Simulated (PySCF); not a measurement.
## Core-level binding energies of `C=C[SiH]1CC1`

C4H8Si.
Structure used (PBE0-D3(BJ)/def2-SVP), in Å, numbered top down from 1:
```
atom  x, y, z in Å
C1     2.100    0.845    1.021
C2     1.968    0.077   -0.067
Si3    0.344   -0.373   -0.856
C4    -1.204   -0.433    0.176
C5    -1.098    0.799   -0.739
H6     3.081    1.084    1.446
H7     1.236    1.274    1.541
H8     2.881   -0.317   -0.532
H9     0.457   -1.264   -2.038
H10   -1.117   -0.256    1.255
H11   -1.988   -1.160   -0.066
H12   -1.817    0.868   -1.563
H13   -0.931    1.764   -0.247
```

Method: delta-SCF UKS SCAN, pcX-2 on the ionised atom, pcseg-1 elsewhere, spin-free X2C (PySCF). These are vertical core ionisation energies against the vacuum level, from separate self-consistent calculations with and without the core hole.

Problem. List the computed XPS lines with their assignment.

Solution. 
```
atom(s)                  bonded to     level  binding energy (eV)  2p1/2 (eV)  above the level's lowest (eV)  count
    Si3                  3 C and H     Si 1s              1845.96           –                           0.00      1
     C1    C (double bond) and 2 H      C 1s               290.20           –                          +0.38      1
     C2  C (double bond), H and Si      C 1s               290.17           –                          +0.35      1
  C4/C5              C, 2 H and Si      C 1s               289.82           –                           0.00      2
    Si3                  3 C and H  Si 2p3/2               106.23      106.85                           0.00      1
```

Lowest listed C 1s: C4/C5, bonded to C, 2 H and Si. Highest, 0.38 eV above it: C1, bonded to C (double bond) and 2 H. The widest gap between neighbouring values is 0.35 eV, between 289.82 and 290.17 eV. The values 290.17 and 290.20 eV lie too close for their order to be trusted.

Problem. Which effective nuclear charge Zeff reproduces each element's mean 1s value in the hydrogen-like formula E = 13.606 eV × Zeff²?

Solution. C (Z = 6): mean 290.0 eV, Zeff = 4.62, Z − Zeff = 1.38; Si (Z = 14): mean 1846.0 eV, Zeff = 11.65, Z − Zeff = 2.35. Means run over the listed sites, weighted by atom count.

Problem. Which photon energy gives electrons from C 1s of C4/C5 a kinetic energy of 200 eV, and what is their de Broglie wavelength?

Solution. hν = 289.82 + 200 = 489.82 eV, recoil neglected; λ = 12.264 Å/√(E/eV) = 0.87 Å.

Atoms equivalent by their bonding share one computed value, that of the first of them. The unrestricted hole states depart most from a pure doublet (⟨S²⟩ = 0.75; over 0.85 named) for C 1s of C2 (0.86), which makes this value less certain. The 2p values add to the ΔSCF energy of one spin-free hole a correction within the shell (spin–orbit coupling, ligand field). 2p1/2 minus 2p3/2 (ligand field included): Si 0.62 eV. Geometry: PBE0-D3(BJ)/def2-SVP, one conformer, isolated molecule.

Hardware: Arm Neoverse N1, one thread, no GPU, on a shared host. Cost: 58 s of wall time, 0.57 GiB resident at most.
